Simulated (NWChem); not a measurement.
System: MgGeH4; SMILES [MgH][GeH3]

NWChem input:

```
start job
memory heap 200 mb stack 900 mb global 1100 mb
geometry units angstroms noautosym nocenter noautoz
  Mg     0.248328     1.793795    -0.000557
  H      0.268724     3.498505    -0.001970
  Ge     0.218781    -0.798872     0.001588
  H      0.792767    -1.429498    -1.292742
  H      1.041938    -1.429978     1.153389
  H     -1.200331    -1.405002     0.145949
end
basis spherical
  * library def2-svp
end
dft
  xc pbe0
  iterations 150
  vectors input atomic output neutral.movecs
end
task dft energy
charge 1
dft
  odft
  mult 2
  vectors input atomic output cation.movecs
end
task dft energy
```

Excerpt of the output:

```
             Northwest Computational Chemistry Package (NWChem) 7.3.0
             --------------------------------------------------------

                             Geometry "geometry" -> ""
                             -------------------------

 Output coordinates in angstroms (scale by  1.889725989 to convert to a.u.)

  No.       Tag          Charge          X              Y              Z
 ---- ---------------- ---------- -------------- -------------- --------------
    1 Mg                  12.0000     0.24832800     1.79379500    -0.00055700
    2 H                    1.0000     0.26872400     3.49850500    -0.00197000
    3 Ge                  32.0000     0.21878100    -0.79887200     0.00158800
    4 H                    1.0000     0.79276700    -1.42949800    -1.29274200
    5 H                    1.0000     1.04193800    -1.42997800     1.15338900
    6 H                    1.0000    -1.20033100    -1.40500200     0.14594900

 Effective nuclear repulsion energy (a.u.)     125.1878696889

                                 NWChem DFT Module
                                 -----------------

 Summary of "ao basis" -> "ao basis" (spherical)
 ------------------------------------------------------------------------------
       Tag                 Description            Shells   Functions and Types
 ---------------- ------------------------------  ------  ---------------------
 Mg                         def2-svp                 8       18   4s3p1d
 H                          def2-svp                 3        5   2s1p
 Ge                         def2-svp                12       32   5s4p3d

            General Information
            -------------------
          SCF calculation type: DFT
          Wavefunction type:  closed shell.
          No. of atoms     :     6
          No. of electrons :    48
           Alpha electrons :    24
            Beta electrons :    24
          Charge           :     0
          Spin multiplicity:     1
          Use of symmetry is: off; symmetry adaption is: off
          Maximum number of iterations: 150
          AO basis - number of functions:    70
                     number of shells:    32
          Convergence on energy requested:  1.00D-06
          Convergence on density requested:  1.00D-05
          Convergence on gradient requested:  5.00D-04

              XC Information
              --------------
                         PBE0 Method XC Functional
                     Hartree-Fock (Exact) Exchange  0.250
          PerdewBurkeErnzerhof Exchange Functional  0.750
            Perdew 1991 LDA Correlation Functional  1.000 local
           PerdewBurkeErnz. Correlation Functional  1.000 non-local

             Grid Information
             ----------------
          Grid used for XC integration:  medium
          Radial quadrature: Mura-Knowles
          Angular quadrature: Lebedev.
          Tag              B.-S. Rad. Rad. Pts. Rad. Cut. Ang. Pts.
          ---              ---------- --------- --------- ---------
          Mg                  1.50       88          10.0       590
          H                   0.35       45          12.0       434
          Ge                  1.25      112          11.0       590
          Grid pruning is: on
          Number of quadrature shells:   380
          Spatial weights used:  Erf1

      Superposition of Atomic Density Guess
      -------------------------------------

 Sum of atomic energies:       -2276.57541711

      Non-variational initial energy
      ------------------------------

 Total energy =   -2276.913800
 1-e energy   =   -3425.235001
 2-e energy   =    1023.133331
 HOMO         =      -0.252374
 LUMO         =       0.003529

   convergence    iter        energy       DeltaE   RMS-Dens  Diis-err
 ---------------- ----- ----------------- --------- --------- ---------
 d= 0,ls=0.0,diis     1  -2278.7346727315 -2.40D+03  7.82D-03  1.10D-01
 d= 0,ls=0.0,diis     2  -2278.7517855511 -1.71D-02  2.05D-03  1.99D-02
 d= 0,ls=0.0,diis     3  -2278.7539986460 -2.21D-03  4.00D-04  1.22D-03
 d= 0,ls=0.0,diis     4  -2278.7541514230 -1.53D-04  7.03D-05  8.22D-06
 d= 0,ls=0.0,diis     5  -2278.7541525463 -1.12D-06  2.78D-05  3.90D-06
 d= 0,ls=0.0,diis     6  -2278.7541529693 -4.23D-07  7.64D-06  1.03D-07

         Total DFT energy =    -2278.754152969324
      One electron energy =    -3426.533814666970
           Coulomb energy =     1119.202254931546
    Exchange-Corr. energy =      -96.610462922833
 Nuclear repulsion energy =      125.187869688933

 Numeric. integr. density =       48.000012979600

                       DFT Final Molecular Orbital Analysis
                       ------------------------------------

 Vector   22  Occ=2.000000D+00  E=-3.320772D-01
              MO Center= -2.4D-01, -1.2D+00, -5.0D-03, r^2= 2.3D+00
   Bfn.  Coefficient  Atom+Function         Bfn.  Coefficient  Atom+Function
  ----- ------------  ---------------      ----- ------------  ---------------
    66      0.364194  6 H  s                 35     -0.318401  3 Ge px
    67      0.211483  6 H  s                 38     -0.207707  3 Ge px
    56     -0.200535  4 H  s                 32      0.193071  3 Ge px
    61     -0.163667  5 H  s                 57     -0.116466  4 H  s
    62     -0.095059  5 H  s                 29     -0.063133  3 Ge px

 Vector   23  Occ=2.000000D+00  E=-3.073128D-01
              MO Center=  2.6D-01,  2.4D+00, -1.0D-03, r^2= 3.4D+00
   Bfn.  Coefficient  Atom+Function         Bfn.  Coefficient  Atom+Function
  ----- ------------  ---------------      ----- ------------  ---------------
     3      0.573797  1 Mg s                 19      0.335237  2 H  s
     2      0.273578  1 Mg s                 36      0.136081  3 Ge py
    20      0.121747  2 H  s                 18     -0.109933  1 Mg d  2
     4      0.102790  1 Mg s                 33     -0.086913  3 Ge py
    28     -0.078092  3 Ge s                 39      0.074655  3 Ge py

 Vector   24  Occ=2.000000D+00  E=-2.515002D-01
              MO Center=  2.4D-01,  7.2D-01,  3.3D-04, r^2= 4.8D+00
   Bfn.  Coefficient  Atom+Function         Bfn.  Coefficient  Atom+Function
  ----- ------------  ---------------      ----- ------------  ---------------
    36      0.315508  3 Ge py                39      0.283874  3 Ge py
    19     -0.238021  2 H  s                 20     -0.220841  2 H  s
     9     -0.212736  1 Mg py                33     -0.185608  3 Ge py
    27      0.156184  3 Ge s                  3      0.149892  1 Mg s
     6     -0.148936  1 Mg py                28      0.125338  3 Ge s

 Vector   25  Occ=0.000000D+00  E=-3.522584D-02
              MO Center=  2.3D-01,  1.5D+00,  2.2D-02, r^2= 5.6D+00
   Bfn.  Coefficient  Atom+Function         Bfn.  Coefficient  Atom+Function
  ----- ------------  ---------------      ----- ------------  ---------------
    13      0.707831  1 Mg pz                11     -0.279196  1 Mg px
    57      0.270549  4 H  s                 10      0.230089  1 Mg pz
    40      0.167682  3 Ge pz                 7      0.149791  1 Mg pz
    62     -0.145867  5 H  s                 67     -0.124151  6 H  s
    56      0.112029  4 H  s                  8     -0.090754  1 Mg px

 Vector   26  Occ=0.000000D+00  E=-3.522220D-02
              MO Center=  2.5D-01,  1.5D+00, -2.2D-02, r^2= 5.6D+00
   Bfn.  Coefficient  Atom+Function         Bfn.  Coefficient  Atom+Function
  ----- ------------  ---------------      ----- ------------  ---------------
    11      0.707814  1 Mg px                13      0.279234  1 Mg pz
    67      0.240078  6 H  s                  8      0.230072  1 Mg px
    62     -0.228213  5 H  s                 38      0.167639  3 Ge px
     5      0.149781  1 Mg px                66      0.099458  6 H  s
    61     -0.094498  5 H  s                 10      0.090766  1 Mg pz

 Vector   27  Occ=0.000000D+00  E=-1.812510D-02
              MO Center=  2.5D-01,  1.2D+00, -4.9D-04, r^2= 7.2D+00
   Bfn.  Coefficient  Atom+Function         Bfn.  Coefficient  Atom+Function
  ----- ------------  ---------------      ----- ------------  ---------------
     4      1.137553  1 Mg s                 28     -1.014949  3 Ge s
    12     -0.519412  1 Mg py                39     -0.467676  3 Ge py
     3      0.390090  1 Mg s                 27     -0.386421  3 Ge s
    20     -0.345361  2 H  s                 26      0.226717  3 Ge s
    19     -0.202971  2 H  s                 57      0.196337  4 H  s

     Multipole analysis of the density
     ---------------------------------

     L   x y z        total         alpha         beta         nuclear
     -   - - -        -----         -----         ----         -------
     0   0 0 0     -0.000000    -24.000000    -24.000000     48.000000

     1   1 0 0      0.002549    -10.282639    -10.282639     20.567827
     1   0 1 0      0.286285      4.682583      4.682583     -9.078880
     1   0 0 1     -0.000242     -0.046191     -0.046191      0.092139

     2   2 0 0    -22.440473    -21.038533    -21.038533     19.636593
     2   1 1 0      0.007961      0.439846      0.439846     -0.871732
     2   1 0 1      0.000010     -0.019025     -0.019025      0.038060
     2   0 2 0    -32.046683   -154.110261   -154.110261    276.173839
     2   0 1 1      0.008754      0.122016      0.122016     -0.235278
     2   0 0 2    -22.440921    -16.617905    -16.617905     10.794890

                                 NWChem DFT Module
                                 -----------------

            General Information
            -------------------
          SCF calculation type: DFT
          Wavefunction type:  spin polarized.
          No. of atoms     :     6
          No. of electrons :    47
           Alpha electrons :    24
            Beta electrons :    23
          Charge           :     1
          Spin multiplicity:     2
          Use of symmetry is: off; symmetry adaption is: off
          Maximum number of iterations: 150
          AO basis - number of functions:    70
                     number of shells:    32
          Convergence on energy requested:  1.00D-06
          Convergence on density requested:  1.00D-05
          Convergence on gradient requested:  5.00D-04

              XC Information
              --------------
                         PBE0 Method XC Functional
                     Hartree-Fock (Exact) Exchange  0.250
          PerdewBurkeErnzerhof Exchange Functional  0.750
            Perdew 1991 LDA Correlation Functional  1.000 local
           PerdewBurkeErnz. Correlation Functional  1.000 non-local

             Grid Information
             ----------------
          Grid used for XC integration:  medium
          Radial quadrature: Mura-Knowles
          Angular quadrature: Lebedev.
          Tag              B.-S. Rad. Rad. Pts. Rad. Cut. Ang. Pts.
          ---              ---------- --------- --------- ---------
          Mg                  1.50       88          10.0       590
          H                   0.35       45          12.0       434
          Ge                  1.25      112          11.0       590
          Grid pruning is: on
          Number of quadrature shells:   380
          Spatial weights used:  Erf1

      Superposition of Atomic Density Guess
      -------------------------------------

 Sum of atomic energies:       -2276.57541711

 Renormalizing density from      48.00 to     47

      Non-variational initial energy
      ------------------------------

 Total energy =   -2247.741225
 1-e energy   =   -3353.875938
 2-e energy   =     980.946844
 HOMO         =      -0.529674
 LUMO         =      -0.239704

   convergence    iter        energy       DeltaE   RMS-Dens  Diis-err
 ---------------- ----- ----------------- --------- --------- ---------
 d= 0,ls=0.0,diis     1  -2278.0231716648 -2.40D+03  1.92D-02  1.71D+00
                                                     1.81D-02  1.68D+00
 d= 0,ls=0.0,diis     2  -2277.7582889849  2.65D-01  1.09D-02  3.30D+00
                                                     1.01D-02  3.25D+00
 d= 0,ls=0.0,diis     3  -2278.4263735130 -6.68D-01  1.18D-03  1.48D-03
                                                     1.84D-03  1.21D-03
 d= 0,ls=0.0,diis     4  -2278.4267676652 -3.94D-04  5.56D-04  1.11D-03
                                                     1.17D-03  8.05D-04
 d= 0,ls=0.0,diis     5  -2278.4283426415 -1.57D-03  1.73D-04  6.67D-05
                                                     2.74D-04  6.06D-05
  Resetting Diis
 d= 0,ls=0.0,diis     6  -2278.4284301987 -8.76D-05  9.39D-05  4.72D-06
                                                     8.95D-05  6.20D-06
 d= 0,ls=0.0,diis     7  -2278.4284398887 -9.69D-06  1.53D-05  3.56D-07
                                                     3.63D-05  2.48D-07
 d= 0,ls=0.0,diis     8  -2278.4284404533 -5.65D-07  1.03D-05  8.71D-08
                                                     7.55D-06  9.68D-08
 d= 0,ls=0.0,diis     9  -2278.4284405913 -1.38D-07  8.31D-06  2.79D-08
                                                     1.17D-05  1.50D-08
 d= 0,ls=0.0,diis    10  -2278.4284406522 -6.09D-08  1.27D-06  3.46D-09
                                                     2.69D-06  3.47D-09

         Total DFT energy =    -2278.428440652210
      One electron energy =    -3415.195871510941
           Coulomb energy =     1107.915068079641
    Exchange-Corr. energy =      -96.335506909843
 Nuclear repulsion energy =      125.187869688933

 Numeric. integr. density =       47.000013162976

                    DFT Final Alpha Molecular Orbital Analysis
                    ------------------------------------------

 Vector   22  Occ=1.000000D+00  E=-5.423280D-01
              MO Center=  6.4D-01, -1.2D+00,  7.0D-02, r^2= 2.3D+00
   Bfn.  Coefficient  Atom+Function         Bfn.  Coefficient  Atom+Function
  ----- ------------  ---------------      ----- ------------  ---------------
    37      0.353779  3 Ge pz                61      0.343558  5 H  s
    56     -0.295524  4 H  s                 40      0.217001  3 Ge pz
    34     -0.203665  3 Ge pz                62      0.147456  5 H  s
    57     -0.126830  4 H  s                 35      0.083173  3 Ge px
    31      0.066439  3 Ge pz                44      0.056513  3 Ge d  1

 Vector   23  Occ=1.000000D+00  E=-5.422978D-01
              MO Center= -2.1D-01, -1.1D+00, -6.6D-02, r^2= 2.3D+00
   Bfn.  Coefficient  Atom+Function         Bfn.  Coefficient  Atom+Function
  ----- ------------  ---------------      ----- ------------  ---------------
    66     -0.368976  6 H  s                 35      0.353761  3 Ge px
    56      0.226079  4 H  s                 38      0.216966  3 Ge px
    32     -0.203654  3 Ge px                67     -0.158388  6 H  s
    61      0.142899  5 H  s                 57      0.097063  4 H  s
    37     -0.083179  3 Ge pz                29      0.066435  3 Ge px

 Vector   24  Occ=1.000000D+00  E=-5.057869D-01
              MO Center=  2.3D-01,  5.3D-01,  5.2D-04, r^2= 4.5D+00
   Bfn.  Coefficient  Atom+Function         Bfn.  Coefficient  Atom+Function
  ----- ------------  ---------------      ----- ------------  ---------------
    36      0.368767  3 Ge py                19     -0.255221  2 H  s
    39      0.248682  3 Ge py                 9     -0.245842  1 Mg py
    20     -0.245388  2 H  s                  3      0.217960  1 Mg s
    33     -0.204608  3 Ge py                 6     -0.152615  1 Mg py
    56     -0.125562  4 H  s                 61     -0.125631  5 H  s

[...]
```

Level: PBE0/def2-SVP, vertical spin-unrestricted ions. Structure relaxed at the PBE0/def2-SVP level.
